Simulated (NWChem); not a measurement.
Species: MgSiH3Cl; SMILES [Mg]([Cl])[SiH3]

```xyz
6

Mg     0.0000     0.0000     0.1670
Cl     0.0000     0.0000     2.3781
Si     0.0000     0.0000    -2.3965
H     -1.3661     0.2597    -2.9602
H      0.4582    -1.3130    -2.9602
H      0.9080     1.0533    -2.9602
```
Atoms are numbered in this order, from 1.

Program: NWChem. Pople sets run with spherical d functions. Medium grid unless said otherwise, to which SCAN and Minnesota functionals are sensitive. Structure relaxed at the PBE0/def2-SVP level. Total energies of different functionals are on different scales.

```
level          energy (Ha)  highest occupied level (eV)  orbital gap (eV)  dipole (D)
-------------  -----------  ---------------------------  ----------------  ----------
B3LYP/6-31G*     -951.6452                        -7.29              5.84        1.66
PBE/6-31G*       -951.1114                        -6.49              4.59        1.68
SCAN/6-31G*      -951.6422                        -6.72        (withheld)        1.63
PBE0/6-31G*      -951.2053                        -7.51              6.30        1.69
MN15/6-31G*      -951.2192                        -7.92              7.01        1.53
TPSSh/6-31G*     -951.6396                        -6.99              5.58        1.50
PW6B95/6-31G*    -952.4070                        -7.53              6.28        1.64
BP86/6-31G*      -951.6689                        -6.58              4.62        1.64
M06-L/6-31G*     -951.5761                        -6.69              5.35        1.63
OLYP/6-31G*      -951.5963                        -6.29              4.65        1.64
```

Complete the blanks.


- SCAN/6-31G*, orbital gap (eV): 5.17
